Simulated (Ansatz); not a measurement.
ammonia borane (H6BN), singlet, at a GFN2-xTB geometry; REVPBE/6-31G* (Ansatz, a quantum-chemistry and plane-wave program).

Input for Ansatz:
Ansatz 0.2 input:
```yaml
crystal:
  periodic: [false, false, false]
  atoms:
    - {symbol: B, position_ang: [-0.91491923, 0.11210003, -0.01661920]}
    - {symbol: N, position_ang: [0.73087909, -0.08955061, 0.01327617]}
    - {symbol: H, position_ang: [-1.31399349, -0.64168266, -0.84737361]}
    - {symbol: H, position_ang: [-1.09154966, 1.25500958, -0.29974635]}
    - {symbol: H, position_ang: [-1.29004994, -0.16052617, 1.07999077]}
    - {symbol: H, position_ang: [0.93390981, -1.05286399, 0.25124010]}
    - {symbol: H, position_ang: [1.12008257, 0.53455889, 0.70957279]}
    - {symbol: H, position_ang: [1.10004319, 0.13185843, -0.90352092]}
basis:
  gaussian:
    orbitals: 6-31G*
hamiltonian:
  xc: revpbe
accuracy: high
```

Output, abridged:

```
Functional definition: revPBE
1005 factors; integrals over basis functions are off by at most 3.0e-9 eV
mean field evaluation 1: about -2257.9429 eV, gradient 4.7e1 eV
mean field evaluation 2: about -2253.2111 eV, gradient 6.7e1 eV
mean field evaluation 4: about -2263.2072 eV, gradient 2.0e0 eV
mean field evaluation 8: about -2263.2137 eV, gradient 2.6e-2 eV
mean field evaluation 16: about -2263.2137 eV, gradient 1.3e-7 eV
mean field -2263.21368568 eV, -83.1715688874 hartree, gradient 2.3e-8 eV, S^2 0.000000; 0 other end points of the search recorded, 0 dependent functions left out
reference -2263.21368860 eV, -83.1715689948 hartree; 9, 9 occupied and 33, 33 virtual orbitals, 1005 factors
Total energy: -2263.21368860 eV, -83.1715689948 hartree
```
